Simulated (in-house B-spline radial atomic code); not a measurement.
# Response and correlation of Pb46+

Closed shell [Ar] 3d10 4s2 4p6. Computed with an all-electron radial atomic-structure program (B-spline basis): Dirac-Hartree-Fock, relativistic RPA (time-dependent Dirac-Hartree-Fock) for the response and second-order many-body perturbation theory for correlation, no-pair Dirac-Coulomb Hamiltonian, finite nucleus.

| multipole (bohr³, bohr⁵, bohr⁷) | uncoupled | coupled RPA |
| --- | --- | --- |
| dipole | 0.031683 | 0.028587 |
| quadrupole | 0.0025197 | ? |
| octupole | 0.00055508 | 0.00064224 |

**Question.** What is the coupled quadrupole polarisability?

**Answer.** 0.0026198 atomic units, +4 % against the uncoupled value.

**Question.** Which subshells carry the dipole polarisability?

**Answer.** 4p3/2 75.9 %, 4p1/2 21.2 %, 3d5/2 1.0 %.

**Question.** What does the dipole shielding factor come to?

**Answer.** The dipole shielding factor is 0.439, against the exact N/Z = 36/82 = 0.439 of the non-relativistic theorem.

Dipole polarisability at imaginary frequency:

```tsv
u (Eh)	α(iu) (bohr³)
0	0.02859
6.44	0.02128
16.1	0.0105
32.2	0.004885
48.3	0.003099
64.4	0.002241
96.7	0.001388
129	0.0009572
161	0.0007028
226	0.0004209
322	0.0002358
483	0.0001165
644	6.936e-05
967	3.267e-05
1610	1.239e-05
3220	3.217e-06
```

**Question.** What dispersion coefficients follow for two such ions (the dispersion part alone)?

**Answer.** C6 = (3/π)∫α(iu)²du = 0.007656 hartree·bohr⁶ and C8 = 0.004734 hartree·bohr⁸.

Lowest J = 1 odd-parity excitations:

| energy (eV) | oscillator strength | leading channel | weight |
| --- | --- | --- | --- |
| 183.8 | 0.0157 | 4p3/2 → d3/2 | 0.955 |
| 243.21 | 1.24 | 4p3/2 → d5/2 | 0.911 |
| 368.25 | 1.76 | 4p1/2 → d3/2 | 0.983 |
| 909.47 | 0.608 | 4p3/2 → s1/2 | 0.999 |
| 1071.6 | 0.172 | 4p1/2 → s1/2 | 0.994 |
| 1130.1 | 0.0567 | 4p3/2 → d3/2 | 0.971 |
| 1146.9 | 0.906 | 4p3/2 → d5/2 | 0.975 |
| 1268.5 | 0.282 | 4s1/2 → p1/2 | 0.941 |

Second-order correlation energy by the highest angular momentum of the excited pair (hartree): s -0.03082, p -0.2315, d -0.7758, f -0.808, g -0.2573, h -0.1072, i -0.04813, k -0.02417.

**Question.** What is the second-order correlation energy at the partial-wave limit?

**Answer.** The listed waves sum to -2.283 hartree; extrapolating the increments as (l + 1/2)⁻⁴ gives -2.3324 hartree, -1.76 eV per electron.
